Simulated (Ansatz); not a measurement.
`O[SiH]([SiH3])O[SiH3]` → `O[SiH3]` + `[SiH]O[SiH3]` at 400 K and 1 bar (silylene formation by 1,1-elimination).

Isolated molecules relaxed with PBE0-D4/def2-TZVP in Ansatz; ΔE leaves out vibrations. CCSD(T)/CBS is the MP2 limit (def2-TZVPP, def2-QZVPP) plus CCSD(T) − MP2 in def2-TZVPP, frozen cores. Each species was taken in one conformer, which may not be the lowest.

```
                species  CCSD(T)/CBS energy (Eh)  H − E (kJ/mol)  S (J/(mol·K))
`O[SiH]([SiH3])O[SiH3]`              -1022.52413           249.9          466.9
              `O[SiH3]`               -366.69042           120.0          276.4
         `[SiH]O[SiH3]`               -655.75389           120.5          331.1
```

H − E and S are ideal-gas, rigid-rotor, harmonic terms from PBE0-D4/def2-TZVP, for one conformer and one mirror image of each species. 1 Eh = 2625.50 kJ/mol, R = 8.31446 J/(mol·K).

Problem. By hand: ΔE, ΔH, ΔS and ΔG.

Solution. ΔE = (-366.69042) + (-655.75389) − (-1022.52413) = 0.07982 Eh = 209.6 kJ/mol. Δ(H − E) = 120.0 + 120.5 − 249.9 = -9.4, so ΔH = 200.2 kJ/mol. ΔS = 276.4 + 331.1 − 466.9 = 140.6 J/(mol·K). ΔG = 200.2 − 400 × (140.6)/1000 = 144.0 kJ/mol.

Problem. By hand: the equilibrium constant, and the temperature at which ΔG would vanish if ΔH and ΔS stayed fixed.

Solution. log₁₀ K = −ΔG/(RT ln 10) = -18.8. ΔG = 0 at ΔH/ΔS = 1424 K.

The number of gas molecules changes by +1, which sets the sign of ΔS. A doubt of 5 kJ/mol in ΔE shifts log₁₀ K by 0.7 here. Other conformers and mirror images would add mixing entropy, several J/(mol·K) or more a flexible species. Modes under 60 cm⁻¹, often nearly free rotors, make the harmonic entropy too high. These are equilibria of isolated gas molecules and say nothing of rates. Largest T1 diagnostic: 0.014 (customary marks: 0.02 for closed shells, 0.045 for open ones).
